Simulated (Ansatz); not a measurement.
CH6SSi2 (`C1[SiH2][SiH2]S1`). Charge 0, multiplicity 1.

```tsv
atom	x (Å)	y (Å)	z (Å)
C1	-0.1264	1.0102	0.9594
Si2	-0.8977	-0.5875	0.2826
Si3	0.8435	-0.5113	-1.2489
S4	1.5636	0.8788	0.2393
H5	-0.6140	1.9157	0.5960
H6	-0.0525	1.0637	2.0463
H7	-0.7233	-1.6974	1.2573
H8	-2.3358	-0.5086	-0.0997
H9	0.5935	0.1090	-2.5799
H10	1.7489	-1.6726	-1.4525
```

(1) Give the diagnostics of a CCSD(T)/def2-TZVPP run (frozen core, the Gaussian-basis code of Ansatz). (Best estimate.)

Answers

(1) Ansatz gave: T1 = 0.0125, largest single amplitude 0.018, largest double 0.018, (T) share of the correlation energy 4.3 %, 9 CCSD cycles. The RHF solution is stable towards an unrestricted one. T1 lies under the customary mark of 0.02 for closed shells.
